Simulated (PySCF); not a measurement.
## Interval between two levels of Sn+ by level of theory

Sn+ [Kr] 4d10 5s2 5p1 [2P3/2, M_J = 3/2] → Sn+ [Kr] 4d10 5s2 6s1 [2S1/2, M_J = 1/2], as a difference of total energies. All numbers are calculated (PySCF 2.14, the two-component X2C-1e Hamiltonian, in x2c-TZVPall-2c with one added diffuse shell each of s, p, d, f type (9s10p6d3f, 90 functions)). Correlated levels: [Ar] 3d10 frozen; the 6 highest virtual spinors dropped. "Screened" scales the spin-orbit matrix elements by Boettger's factors to mimic the two-electron term; Breit and QED terms are absent.

```
                    method  interval between two levels (cm⁻¹)  error (cm⁻¹)
           GHF (spin-free)                               52225          -410
          GMP2 (spin-free)                               52845          +211
 GHF (screened spin-orbit)                               50905         -1730
GMP2 (screened spin-orbit)                               51513         -1122
```

Reference: 52635 cm⁻¹ (measured; NIST Handbook of Basic Atomic Spectroscopic Data (Sansonetti and Martin, J. Phys. Chem. Ref. Data 34, 1559 (2005))).

The spin-free rows lack the spin-orbit shift.

Errors of the correlated levels include the incompleteness of this basis and the frozen core.
